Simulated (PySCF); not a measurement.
**Which determinant of NaHg⁺ lies lowest?**

Unrestricted PBE0; Na cc-pVDZ, Hg cc-pVDZ-PP with ECP60; scalar-relativistic core potentials (PySCF 2.14). Outer shells of the fragments: Na+ closed shells only; Hg 5d10 6s2.

Followed along the bond (rough minima from three points):

```json
{"2Ms+1": "1", "unpaired": "none", "⟨S²⟩ at the start": "0.00", "R at minimum (Å)": "3.08", "Te (eV)": "0.00"}
{"2Ms+1": "3", "unpaired": "σ ↑↑", "⟨S²⟩ at the start": "2.00", "R at minimum (Å)": "none in the scan", "Te (eV)": "≤ 4.30"}
```

Solutions found at the starting distance of 3.050 Å, counted from the lowest of them; the search is not exhaustive and high or unbound solutions are not listed, so other states can lie among these:

| 2Ms+1 | unpaired | term | E (eV) | ⟨S²⟩ | ⟨Lz²⟩ | μ (D) |
| --- | --- | --- | --- | --- | --- | --- |
| 1 | none | ¹Σ⁺ | 0.00 | 0.00 | 0.00 | -10.43 |
| 3 | σ ↑↑ | ³Σ⁺ | 4.45 | 2.00 | 0.00 | -7.79 |
| 3 | σ ↑, π ↑ | ³Π | 5.45 | 2.00 | 1.01 | -9.74 |
| 1 | σ ↓, π ↑ | mixed | 6.10 | 1.00 | 1.00 | -9.10 |
| 3 | σ ↑, π ↑ | ³Π | 9.25 | 2.00 | 1.00 | -8.23 |
| 3 | σ ↑, δ ↑ | ³Δ | 9.46 | 2.00 | 4.00 | -7.76 |

A term symbol is given only where ⟨S²⟩ and ⟨Lz²⟩ are close to those of a pure state; real π, δ and φ orbitals otherwise mix terms. A positive dipole points towards Hg; it is taken about the centre of mass and depends on that origin.

Spin–orbit coupling is left out. Counting both spins, an empty level lies below a filled one in some of these solutions, because spin and occupation are held.
